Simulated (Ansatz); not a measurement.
Input file for Ansatz (a first-principles code): R-CCSD(T)/def2-TZVPPD on F3HNTa (SMILES [NH]=[Ta]([F])([F])[F]), atoms moved off the minimum. Elements past Kr take the def2 small-core potentials; no spin–orbit coupling. Files ending in .json are basis or fitting sets from the Basis Set Exchange.

Ansatz 0.2 input:
```yaml
crystal:
  periodic: [false, false, false]
  atoms:
    - {symbol: Ta, position_ang: [0.16106410, 0.09361333, -0.03804561]}
    - {symbol: N, position_ang: [0.37024913, -0.88545201, -1.56956259]}
    - {symbol: H, position_ang: [0.24978912, -1.70586268, -2.19675906]}
    - {symbol: F, position_ang: [1.60842415, 0.40245181, 0.67973178]}
    - {symbol: F, position_ang: [-0.86962771, 1.45658784, -0.63809668]}
    - {symbol: F, position_ang: [-1.16449988, -0.92903500, 1.36388959]}
basis:
  gaussian:
    orbitals: def2-TZVPPD.json
magnetization: {spin_polarized: false}
correlation: {method: ccsd_t, electrons: outside_noble_gas}
scf: {lower_state_search: off}
output: {forces: true}
```

Task: Give the final energy of this run.

Result: -411.2404 hartree (reference determinant -410.0550, T1 diagnostic 0.021).

Task: How many basis functions does it have, and what does it roughly cost on one machine?

Result: 233 functions; around 50 core-minutes (rough).
